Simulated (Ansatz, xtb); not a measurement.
## Relative energy of two isomers of C6H9O+

We compare a, `CC/C(C)=C/C#[O+]`, a singlet, with b, `COC1=C[CH+]CC1`, a singlet. Both are isolated ions in the gas phase, relaxed with r2SCAN-D4/def2-SVP; the shapes shown needn't be the lowest conformers.

a (Å):

```xyz
16

C    -1.1941   -0.0266    0.6746
C     0.3318    0.0182    0.9418
C     1.0716    0.0901   -0.3432
C     1.4130   -1.1714   -1.0359
C     1.3846    1.3419   -0.8612
C     2.0031    1.4822   -2.0751
O     2.5179    1.6201   -3.0795
H    -1.4759   -0.8964    0.0641
H    -1.5405    0.8874    0.1715
H    -1.7105   -0.1064    1.6416
H     0.6297   -0.8963    1.4801
H     0.5656    0.8902    1.5719
H     0.5385   -1.8435   -1.0469
H     1.7983   -1.0533   -2.0581
H     2.1735   -1.6992   -0.4299
H     1.1612    2.2818   -0.3385
```

b (Å):

| atom | x (Å) | y (Å) | z (Å) |
| --- | --- | --- | --- |
| C | -0.5909 | 2.2964 | -1.0664 |
| C | 0.6810 | 0.3366 | -0.5996 |
| C | -0.0841 | -0.1050 | 0.5210 |
| C | 0.4875 | -1.2647 | 0.9735 |
| C | 1.6731 | -1.6730 | 0.1838 |
| C | 1.8095 | -0.5888 | -0.8891 |
| O | 0.5041 | 1.3746 | -1.3262 |
| H | -0.4990 | 3.0750 | -1.8293 |
| H | -1.5449 | 1.7622 | -1.1705 |
| H | -0.4728 | 2.7229 | -0.0611 |
| H | -0.9615 | 0.3880 | 0.9411 |
| H | 0.1159 | -1.8387 | 1.8290 |
| H | 1.5312 | -2.6894 | -0.2291 |
| H | 2.5606 | -1.7618 | 0.8382 |
| H | 2.7662 | -0.0378 | -0.8533 |
| H | 1.7278 | -0.9676 | -1.9235 |

Q: Estimate which is lower in electronic energy at CCSD(T)/def2-SVP + ΔMP2/def2-TZVPP, and by roughly how much.

A: The CCSD(T)/def2-SVP + ΔMP2/def2-TZVPP calculation puts structure b lower, by 26.3 kJ/mol.

The same difference at several levels:

```json
{"level": "GFN2-xTB", "geometry": "GFN2-xTB", "E(b) − E(a) (kJ/mol)": "−77.1", "departure from the last row (kJ/mol)": "−50.8", "job, with rough time for the two": "optimisation, 0.24 s"}
{"level": "HF/STO-3G", "geometry": "GFN2-xTB", "E(b) − E(a) (kJ/mol)": "−139.6", "departure from the last row (kJ/mol)": "−113.3", "job, with rough time for the two": "single point, 0.36 s"}
{"level": "r2SCAN-D4/def2-SVP//GFN2-xTB", "geometry": "GFN2-xTB", "E(b) − E(a) (kJ/mol)": "−36.9", "departure from the last row (kJ/mol)": "−10.6", "job, with rough time for the two": "single point, 3.8 s"}
{"level": "r2SCAN-D4/def2-SVP", "geometry": "r2SCAN-D4/def2-SVP", "E(b) − E(a) (kJ/mol)": "−35.0", "departure from the last row (kJ/mol)": "−8.7", "job, with rough time for the two": "optimisation, 38 s"}
{"level": "HF/def2-SVP", "geometry": "r2SCAN-D4/def2-SVP", "E(b) − E(a) (kJ/mol)": "−42.4", "departure from the last row (kJ/mol)": "−16.1", "job, with rough time for the two": "part of the CCSD(T) run"}
{"level": "MP2/def2-SVP", "geometry": "r2SCAN-D4/def2-SVP", "E(b) − E(a) (kJ/mol)": "−4.0", "departure from the last row (kJ/mol)": "+22.3", "job, with rough time for the two": "part of the CCSD(T) run"}
{"level": "CCSD(T)/def2-SVP", "geometry": "r2SCAN-D4/def2-SVP", "E(b) − E(a) (kJ/mol)": "−15.6", "departure from the last row (kJ/mol)": "+10.7", "job, with rough time for the two": "single point"}
{"level": "CCSD(T)/def2-SVP + ΔMP2/def2-TZVPP", "geometry": "r2SCAN-D4/def2-SVP", "E(b) − E(a) (kJ/mol)": "−26.3", "departure from the last row (kJ/mol)": "", "job, with rough time for the two": "single point, 77 s"}
```

As drawn, b has 2 C–O in place of 1 C≡O. Structure a has no ring, b a 5-membered ring.

None of the levels shown reverses the order. The largest departure from CCSD(T)/def2-SVP + ΔMP2/def2-TZVPP is that of HF/STO-3G, 113.3 kJ/mol. The last row adds to CCSD(T) the change of the MP2 difference between the two basis sets, here −10.7 kJ/mol.

With thermal terms from frequencies at re-optimised GFN2-xTB minima (ideal gas, soft modes damped towards free rotors, one conformer each, 298.15 K, 1 atm): the zero-point term adds +3.5 kJ/mol; ΔH is −26.6 and ΔG −17.2 kJ/mol.

The correlated steps freeze 7 core orbitals. Run with Ansatz 0.2.0, xtb 6.7.1; the last row on 4 threads of Arm Neoverse V1 on a shared host.
